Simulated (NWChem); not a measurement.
System: NiH2SO, triplet; SMILES [Ni]([SH])[OH]

NWChem input:

```
start job
memory heap 200 mb stack 900 mb global 1100 mb
geometry units angstroms
  Ni     0.241158    -0.249743    -0.091920
  O      1.211771    -1.695576    -0.207413
  H      1.938370    -2.087549    -0.690837
  S     -1.053119     1.345589     0.254196
  H     -1.713893     0.738416     1.249167
end
basis spherical
  * library def2-svp
end
dft
  odft
  mult 3
  xc pbe0
  iterations 150
  convergence damp 70 ncydp 30 lshift 0.3 ncysh 40
end
driver
  maxiter 120
end
task dft optimize
task dft freq
```

Output (shortened):

```
             Northwest Computational Chemistry Package (NWChem) 7.3.0
             --------------------------------------------------------

 CS  symmetry detected

                             Geometry "geometry" -> ""
                             -------------------------

 Output coordinates in angstroms (scale by  1.889725989 to convert to a.u.)

  No.       Tag          Charge          X              Y              Z
 ---- ---------------- ---------- -------------- -------------- --------------
    1 Ni                  28.0000     0.06414493    -0.35273355     0.00000000
    2 O                    8.0000    -0.12612490    -2.08757033     0.00000000
    3 H                    1.0000     0.36751210    -2.90708844     0.00000000
    4 S                   16.0000     0.01077092     1.72985730     0.00000000
    5 H                    1.0000    -1.32690562     1.80647356     0.00000000

 Effective nuclear repulsion energy (a.u.)     224.6872175106

      Symmetry information
      --------------------

 Group name             Cs
 Group number              2
 Group order               2
 No. of unique centers     5

                                Z-matrix (autoz)
                                --------

 Units are Angstrom for bonds and degrees for angles

      Type          Name      I     J     K     L     M      Value
      ----------- --------  ----- ----- ----- ----- ----- ----------
    1 Stretch                  1     2                       1.74524
    2 Stretch                  1     4                       2.08327
    3 Stretch                  2     3                       0.95671
    4 Stretch                  4     5                       1.33987
    5 Bend                     1     2     3               142.67838
    6 Bend                     1     4     5                94.74616
    7 Bend                     2     1     4               172.27296
    8 Torsion                  2     1     4     5           0.00000
    9 Torsion                  3     2     1     4         180.00000

                           NWChem Geometry Optimization
                           ----------------------------

 maximum gradient threshold         (gmax) =   0.000450
 rms gradient threshold             (grms) =   0.000300
 maximum cartesian step threshold   (xmax) =   0.001800
 rms cartesian step threshold       (xrms) =   0.001200
 fixed trust radius                (trust) =   0.300000
 source of zmatrix                         =   autoz

[...]

      ----------------------
      Optimization converged
      ----------------------

  Step       Energy      Delta E   Gmax     Grms     Xrms     Xmax
  ---- ---------------- -------- -------- -------- -------- --------
@   17   -1982.11404370 -1.0D-06  0.00026  0.00014  0.00032  0.00074
                                     ok       ok       ok       ok

                                Z-matrix (autoz)
                                --------

 Units are Angstrom for bonds and degrees for angles

      Type          Name      I     J     K     L     M      Value     Gradient
      ----------- --------  ----- ----- ----- ----- ----- ---------- ----------
    1 Stretch                  1     2                       1.71110    0.00023
    2 Stretch                  1     4                       2.16435    0.00012
    3 Stretch                  2     3                       0.95879    0.00019
    4 Stretch                  4     5                       1.35257    0.00003
    5 Bend                     1     2     3               140.39300   -0.00009
    6 Bend                     1     4     5                94.53811    0.00008
    7 Bend                     2     1     4               175.40032    0.00026
    8 Torsion                  2     1     4     5         180.00000    0.00000
    9 Torsion                  3     2     1     4           0.00000    0.00000

                         Geometry "geometry" -> "geometry"
                         ---------------------------------

 Output coordinates in angstroms (scale by  1.889725989 to convert to a.u.)

  No.       Tag          Charge          X              Y              Z
 ---- ---------------- ---------- -------------- -------------- --------------
    1 Ni                  28.0000    -0.12659792    -0.43582612     0.00000000
    2 O                    8.0000    -0.12387944    -2.14692191     0.00000000
    3 H                    1.0000     0.48854168    -2.88463845     0.00000000
    4 S                   16.0000     0.04354065     1.72182274     0.00000000
    5 H                    1.0000    -1.29220755     1.93450229     0.00000000

 Effective nuclear repulsion energy (a.u.)     221.3840099586

      Symmetry information
      --------------------

 Group name             Cs
 Group number              2
 Group order               2
 No. of unique centers     5

                Final and change from initial internal coordinates
                --------------------------------------------------

                                Z-matrix (autoz)
                                --------

 Units are Angstrom for bonds and degrees for angles

[...]

 Rotational Constants
 --------------------
 A=   7.350680 cm-1  ( 10.575753 K)
 B=   0.088006 cm-1  (  0.126619 K)
 C=   0.086965 cm-1  (  0.125121 K)

 Temperature                      =   298.15K
 frequency scaling parameter      =   1.0000

 Zero-Point correction to Energy  =   12.897 kcal/mol  (  0.020553 au)
 Thermal correction to Energy     =   16.073 kcal/mol  (  0.025615 au)
 Thermal correction to Enthalpy   =   16.666 kcal/mol  (  0.026558 au)

 Total Entropy                    =   71.205 cal/mol-K
   - Translational                =   39.927 cal/mol-K (mol. weight = 107.9179)
   - Rotational                   =   22.866 cal/mol-K (symmetry #  =        1)
   - Vibrational                  =    8.411 cal/mol-K

 Cv (constant volume heat capacity) =   14.707 cal/mol-K
   - Translational                  =    2.979 cal/mol-K
   - Rotational                     =    2.979 cal/mol-K
   - Vibrational                    =    8.748 cal/mol-K

[normal modes left out]

 ----------------------------------------------------------------------------
 Normal Eigenvalue ||           Projected Infra Red Intensities
  Mode   [cm**-1]  || [atomic units] [(debye/angs)**2] [(KM/mol)] [arbitrary]
 ------ ---------- || -------------- ----------------- ---------- -----------
    1      -66.514 ||    0.011672           0.269        11.378       2.435
    2       -0.000 ||    0.000260           0.006         0.254       0.054
    3       -0.000 ||    0.000489           0.011         0.476       0.102
    4        0.000 ||    0.000033           0.001         0.032       0.007
    5        0.000 ||    0.000208           0.005         0.202       0.043
    6        0.000 ||    0.000000           0.000         0.000       0.000
    7        0.000 ||    0.000402           0.009         0.392       0.084
    8       91.041 ||    0.010817           0.250        10.545       2.256
    9      260.442 ||    0.124907           2.882       121.766      26.053
   10      338.476 ||    0.139709           3.223       136.195      29.141
   11      393.958 ||    0.088527           2.042        86.300      18.465
   12      490.278 ||    0.003465           0.080         3.378       0.723
   13      772.360 ||    0.121071           2.793       118.026      25.253
   14     2707.064 ||    0.000520           0.012         0.507       0.108
   15     3972.281 ||    0.217065           5.008       211.605      45.276
 ----------------------------------------------------------------------------

 ===============================================================================
      Negative Nuclear Hessian Mode    1  Eigenvalue =    -66.51 cm**(-1)
 -------------------------------------------------------------------------------
   Raw step length:  0.388 angstroms ;  The Raw step for this mode is:
    1 Ni                  28.0000     0.00001746    -0.00000112     0.03582754
    2 O                    8.0000    -0.00003121    -0.00000075    -0.05184655
    3 H                    1.0000    -0.00005423    -0.00001949    -0.28536575
    4 S                   16.0000    -0.00001390     0.00000285    -0.02197360
    5 H                    1.0000    -0.00001347     0.00000515    -0.25426868

  Geometry after  100.0% step for mode  1; Step length =  0.388 angstroms
   Maximum component (any atom: x,y, or z) displacement:  0.539
    1 Ni                  28.0000    -0.12658046    -0.43582724     0.03582754
    2 O                    8.0000    -0.12391065    -2.14692266    -0.05184655
    3 H                    1.0000     0.48848745    -2.88465794    -0.28536575
    4 S                   16.0000     0.04352675     1.72182560    -0.02197360
    5 H                    1.0000    -1.29222102     1.93450744    -0.25426868

  Geometry after -100.0% step for mode  1; Step length =  0.388 angstroms
   Maximum component (any atom: x,y, or z) displacement:  0.539
    1 Ni                  28.0000    -0.12661538    -0.43582500    -0.03582754
    2 O                    8.0000    -0.12384822    -2.14692116     0.05184655
    3 H                    1.0000     0.48859591    -2.88461896     0.28536575
    4 S                   16.0000     0.04355454     1.72181989     0.02197360
    5 H                    1.0000    -1.29219408     1.93449714     0.25426868

  Geometry after   50.0% step for mode  1; Step length =  0.194 angstroms
   Maximum component (any atom: x,y, or z) displacement:  0.270
    1 Ni                  28.0000    -0.12658919    -0.43582668     0.01791377
    2 O                    8.0000    -0.12389504    -2.14692228    -0.02592327
    3 H                    1.0000     0.48851457    -2.88464819    -0.14268288
    4 S                   16.0000     0.04353370     1.72182417    -0.01098680
    5 H                    1.0000    -1.29221428     1.93450486    -0.12713434

  Geometry after  -50.0% step for mode  1; Step length =  0.194 angstroms
   Maximum component (any atom: x,y, or z) displacement:  0.270
    1 Ni                  28.0000    -0.12660665    -0.43582556    -0.01791377
    2 O                    8.0000    -0.12386383    -2.14692154     0.02592327
    3 H                    1.0000     0.48856880    -2.88462870     0.14268288
    4 S                   16.0000     0.04354760     1.72182132     0.01098680
    5 H                    1.0000    -1.29220081     1.93449971     0.12713434

  Geometry after   37.1% step for mode  1; Step length =  0.144 angstroms
   Maximum component (any atom: x,y, or z) displacement:  0.200
    1 Ni                  28.0000    -0.12659144    -0.43582654     0.01328759
    2 O                    8.0000    -0.12389101    -2.14692219    -0.01922867
    3 H                    1.0000     0.48852157    -2.88464568    -0.10583545
    4 S                   16.0000     0.04353549     1.72182380    -0.00814949
    5 H                    1.0000    -1.29221254     1.93450420    -0.09430227

  Geometry after  -37.1% step for mode  1; Step length =  0.144 angstroms
   Maximum component (any atom: x,y, or z) displacement:  0.200
    1 Ni                  28.0000    -0.12660440    -0.43582571    -0.01328759
    2 O                    8.0000    -0.12386786    -2.14692163     0.01922867
    3 H                    1.0000     0.48856179    -2.88463122     0.10583545
    4 S                   16.0000     0.04354580     1.72182169     0.00814949
    5 H                    1.0000    -1.29220255     1.93450038     0.09430227

  Geometry after   18.5% step for mode  1; Step length =  0.072 angstroms
   Maximum component (any atom: x,y, or z) displacement:  0.100
    1 Ni                  28.0000    -0.12659468    -0.43582633     0.00664380
    2 O                    8.0000    -0.12388522    -2.14692205    -0.00961433
    3 H                    1.0000     0.48853163    -2.88464206    -0.05291772
    4 S                   16.0000     0.04353807     1.72182327    -0.00407475
    5 H                    1.0000    -1.29221004     1.93450324    -0.04715114

  Geometry after  -18.5% step for mode  1; Step length =  0.072 angstroms
   Maximum component (any atom: x,y, or z) displacement:  0.100
    1 Ni                  28.0000    -0.12660116    -0.43582592    -0.00664380
    2 O                    8.0000    -0.12387365    -2.14692177     0.00961433
    3 H                    1.0000     0.48855174    -2.88463483     0.05291772
    4 S                   16.0000     0.04354322     1.72182221     0.00407475
    5 H                    1.0000    -1.29220505     1.93450133     0.04715114
```

Level: PBE0/def2-SVP, spin-unrestricted. The spin multiplicity was typed, not searched, and may not be the lowest. The optimisation ended at a saddle point (imaginary frequency).
